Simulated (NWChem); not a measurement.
System: SnHF3; SMILES [F][SnH]([F])[F]

Program: NWChem. STO-3G and 3-21G are far too small for this property and stand as cheap habits. All runs use the structure optimised with PBE0/def2-SVP. def2 effective core potentials on Sn; no spin-orbit coupling. Field at 589 nm.

### Question
Among these, which level gives the highest value of “isotropic polarisability (bohr³)”?
A. B3LYP/STO-3G (all-electron, non-relativistic)
B. B3LYP/def2-SVPD (core potentials)
C. B3LYP/def2-SVP (core potentials)

### Answer
B, B3LYP/def2-SVPD (core potentials). Values: B3LYP/STO-3G (all-electron, non-relativistic) 16.4; B3LYP/def2-SVP (core potentials) 28.1; B3LYP/def2-SVPD (core potentials) 36.8
